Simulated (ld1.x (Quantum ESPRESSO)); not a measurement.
# Before and after: TM semilocal potential for nickel

nickel (Ni), norm-conserving Troullier–Martins (semilocal form), made with ld1.x (Quantum ESPRESSO) 7.5 (PBEsol, scalar-relativistic). Core [Ar], reference 3d9 4s1 4p0. Waves: 4s (bound): rc 2.50 bohr; 3d (bound): rc 1.15 bohr; 4f channel at -0.15 Ry: rc 3.80 bohr; 4p (bound, empty): rc 3.80 bohr. Local part: the p channel. Core correction: none.

Change: wave 4s (bound): rc 2.50 bohr becomes 4s (bound): rc 3.78 bohr.

Cutoffs: the cutoffs (Ry, on a coarse ladder) from which the occupation-weighted sum of valence levels, in a spherical-Bessel basis at the reference potential, stays within 10 and 1 mRy of its value at 400 Ry; they do not see the model core or the augmentation charge, which bear on the density cutoff. Errors are all-electron minus pseudo energies relative to the spin-unpolarised reference configuration.

Problem. What does the change do?

Solution. The potential gets neither clearly harder nor softer (180 Ry and 300 Ry → 180 Ry and 300 Ry); of the 7 tests that both files solve, the error grows in 6 and shrinks in 1 by more than 15 % and 0.3 meV (median size 30.2 → 108.9 meV); neither file shows a bound ghost. A semilocal file is local in each channel, so a ghost entry of none says nothing of the separable form that plane-wave codes build from it.

```csv
quantity,base,changed
"cutoff, loose",180 Ry,180 Ry
"cutoff, tight",300 Ry,300 Ry
bound ghosts,none,none
"error for 3d8 4s2 4p0, meV [ΔE 1.61 eV]",-70,+109
"error for 3d8 4s1 4p0, meV [ΔE 10.94 eV]",-30,+105
"error for 3d8 4s0 4p0, meV [ΔE 28.21 eV]",+6.1,-197
"error for 3d7 4s2 4p0, meV [ΔE 17.76 eV]",-300,+793
"error for 3d8 4s0 4p2, meV [ΔE 11.15 eV]",-16,-178
"error for 3d9 4s0 4p0, meV [ΔE 7.87 eV]",-6.1,-24
"error for 3d8 4s1 4p1, meV [ΔE 6.24 eV]",-48,+22
s: phases at 4.10 bohr within 0.05 rad from the reference energy up to (Ry; the scan ends near 5),0.8,0.3
p: phases at 4.10 bohr within 0.05 rad from the reference energy up to (Ry; the scan ends near 5),1.1,1.1
d: phases at 4.10 bohr within 0.05 rad from the reference energy up to (Ry; the scan ends near 5),2.5,2.5
f: phases at 4.10 bohr within 0.05 rad from the reference energy up to (Ry; the scan ends near 5),3.0,3.0
```
